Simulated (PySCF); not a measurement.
The group X on HS-X is varied. Gas-phase values, no solvent. One relaxed conformer stands for each flexible species; it need not be the lowest. Strings in code marks are SMILES.

Computed with PySCF with B3LYP-D3(BJ)/def2-TZVP. All candidates: neutral, multiplicity 1. B3LYP has the VWN-RPA correlation part, as in Gaussian. Delta-SCF ions had no search for a lower state. Excitations are Tamm–Dancoff values on a coarser integration grid. The basis has no diffuse functions, so Rydberg states are missing or too high.

```
Property                                   Value
--------------------------------------  --------
vertical ionisation energy (Delta-SCF)  10.45 eV
T1 excitation (TDA)                      4.21 eV
S1 excitation (TDA)                      4.85 eV
```

Task: Say which member has these values.
A) `[C-]#[N+]S`
B) `OS` (H–O–S–H torsion 91°)
C) `CC(C)(C)S` (C–C–S–H torsion 180°)
D) `SC1CC1` (H–S–C–C torsion 74°)

Result: A, `[C-]#[N+]S`. The others give `CC(C)(C)S` (C–C–S–H torsion 180°): 8.95 eV, 4.82 eV, 5.31 eV; `OS` (H–O–S–H torsion 91°): 9.90 eV, 3.54 eV, 4.42 eV; `SC1CC1` (H–S–C–C torsion 74°): 9.07 eV, 5.06 eV, 5.57 eV
